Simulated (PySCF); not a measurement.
# Electric field gradients and quadrupole coupling constants

C₆H₁₁OS (charge -1).
Cartesian coordinates in Å at the GFN2-xTB level; atoms count from 1:
```
atom  x, y, z in Å
C1    -1.666   -1.352    0.734
C2    -1.586   -0.035   -0.045
O3    -1.562    1.063    0.834
C4    -0.388   -0.016   -1.015
C5     0.933   -0.139   -0.294
C6     2.191    0.462   -0.865
C7     1.575    1.049    0.381
S8     2.296    0.893    1.988
H9    -0.820   -1.426    1.412
H10   -2.581   -1.376    1.323
H11   -1.657   -2.202    0.054
H12   -2.512    0.090   -0.628
H13   -0.690    1.068    1.260
H14   -0.512   -0.830   -1.740
H15   -0.412    0.930   -1.564
H16    1.078   -1.091    0.208
H17    2.119    1.019   -1.793
H18    3.105   -0.107   -0.763
H19    1.079    2.009    0.225
```

Field gradients from the PBE0/pcSseg-1 density (PySCF, non-relativistic), principal values in atomic units, ordered |Vxx| ≤ |Vyy| ≤ |Vzz|:

```
atom      Vxx      Vyy      Vzz
  O3   0.0734   1.7888  -1.8621
  S8  -1.2777  -1.5580   2.8357
```

**Question.** Find the asymmetry η = (Vxx − Vyy)/Vzz and the couplings χ = eQV/h (234.96 MHz × Q in barn × V in au), with Q(17O) = −0.0256 b, Q(33S) = −0.0678 b.

**Answer.** 
```json
{"atom": "O3", "environment": "alcohol oxygen", "nucleus": "17O", "η": "0.92", "χzz (MHz)": "11.20", "χxx (MHz)": "-0.44", "χyy (MHz)": "-10.76"}
{"atom": "S8", "environment": "thiolate sulfur", "nucleus": "33S", "η": "0.10", "χzz (MHz)": "-45.17", "χxx (MHz)": "20.35", "χyy (MHz)": "24.82"}
```

At O3 η is above 0.9: Vyy and Vzz are nearly equal in size and opposite in sign, so a small change could swap them and flip the sign of χzz. The tensor is traceless: Vxx + Vyy + Vzz = 0.

**Question.** What is Vzz at S8 in SI units (1 au = 9.71736 × 10²¹ V/m²)?

**Answer.** 2.8357 au = 27.555 × 10²¹ V/m².

**Question.** What couplings would deuterons (Q(2H) = 0.00286 b) have in place of the hydrogens, at this geometry?

**Answer.** 
```tsv
atom	bonded to	bond length (Å)	Vzz (au)	η	χzz (kHz)
H9	C1	1.087	0.3098	0.01	208
H10	C1	1.088	0.3185	0.01	214
H11	C1	1.088	0.3189	0.02	214
H12	C2	1.101	0.2864	0.04	192
H13	O3	0.971	0.4174	0.16	281
H14	C4	1.098	0.3013	0.01	202
H15	C4	1.094	0.3035	0.02	204
H16	C5	1.085	0.3208	0.09	216
H17	C6	1.085	0.3308	0.08	222
H18	C6	1.081	0.3335	0.08	224
H19	C7	1.092	0.3136	0.03	211
```

Geometry: GFN2-xTB, one conformer, isolated ion. The pcSseg-1 basis has no diffuse functions, a weakness for an anion. The HOMO energy is positive at this level (+0.18 eV), so the outermost electrons may be held by the finite basis alone. GFN2-xTB bond lengths can be off by several hundredths of an ångström, more for odd bonds, and the gradients follow them. A larger basis could move these couplings by a tenth or more.
